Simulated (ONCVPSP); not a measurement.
# u(r) = r·R(r): atom against pseudo-atom (molybdenum (Mo))

Columns: radius, all-electron u(r) and pseudo u(r) of the 4p shell (level -45.35 eV) of molybdenum in the configuration [Ar] 3d10 4s2 4p6 4d5; PW91, scalar-relativistic, ONCV scheme, ONCVPSP 4.0.1.

```json
{"r (bohr)": "0.128", "all-electron": "0.1850", "pseudo": "0.0382"}
{"r (bohr)": "0.255", "all-electron": "-0.4527", "pseudo": "0.1447"}
{"r (bohr)": "0.382", "all-electron": "-0.4541", "pseudo": "0.3014"}
{"r (bohr)": "0.510", "all-electron": "-0.0492", "pseudo": "0.4842"}
{"r (bohr)": "0.638", "all-electron": "0.3997", "pseudo": "0.6632"}
{"r (bohr)": "0.765", "all-electron": "0.7349", "pseudo": "0.8126"}
{"r (bohr)": "0.893", "all-electron": "0.9339", "pseudo": "0.9172"}
{"r (bohr)": "1.020", "all-electron": "1.0133", "pseudo": "0.9679"}
{"r (bohr)": "1.148", "all-electron": "1.0080", "pseudo": "0.9672"}
{"r (bohr)": "1.275", "all-electron": "0.9498", "pseudo": "0.9239"}
{"r (bohr)": "1.402", "all-electron": "0.8631", "pseudo": "0.8506"}
{"r (bohr)": "1.530", "all-electron": "0.7640", "pseudo": "0.7596"}
{"r (bohr)": "1.658", "all-electron": "0.6639", "pseudo": "0.6629"}
{"r (bohr)": "1.785", "all-electron": "0.5696", "pseudo": "0.5695"}
{"r (bohr)": "1.912", "all-electron": "0.4838", "pseudo": "0.4837"}
{"r (bohr)": "2.040", "all-electron": "0.4070", "pseudo": "0.4069"}
{"r (bohr)": "2.168", "all-electron": "0.3401", "pseudo": "0.3401"}
{"r (bohr)": "2.295", "all-electron": "0.2832", "pseudo": "0.2832"}
{"r (bohr)": "2.422", "all-electron": "0.2348", "pseudo": "0.2348"}
{"r (bohr)": "2.550", "all-electron": "0.1937", "pseudo": "0.1936"}
{"r (bohr)": "2.678", "all-electron": "0.1592", "pseudo": "0.1592"}
{"r (bohr)": "2.805", "all-electron": "0.1308", "pseudo": "0.1308"}
{"r (bohr)": "2.932", "all-electron": "0.1072", "pseudo": "0.1072"}
{"r (bohr)": "3.060", "all-electron": "0.0875", "pseudo": "0.0875"}
{"r (bohr)": "3.188", "all-electron": "0.0713", "pseudo": "0.0713"}
{"r (bohr)": "3.315", "all-electron": "0.0581", "pseudo": "0.0581"}
```

Question: How many radial nodes do the two functions have?

Answer: The all-electron 4p function has n − l − 1 = 2; the pseudo-wave has 0, since the states of the same l below it are removed with the core.

Question: At about which radius was the pseudo-wave matched?

Answer: 1.90 bohr, where the columns begin to agree (steps of 0.13 bohr).

Question: Where does each function peak?

Answer: Outermost all-electron maximum near 1.02 bohr, pseudo maximum near 1.02 bohr (to the table’s step).

Question: Is the pseudo-wave norm-conserving?

Answer: Yes: the ONCV scheme keeps the norm inside the radius equal to the all-electron one, which fixes the energy derivative of the logarithmic derivative at the level.
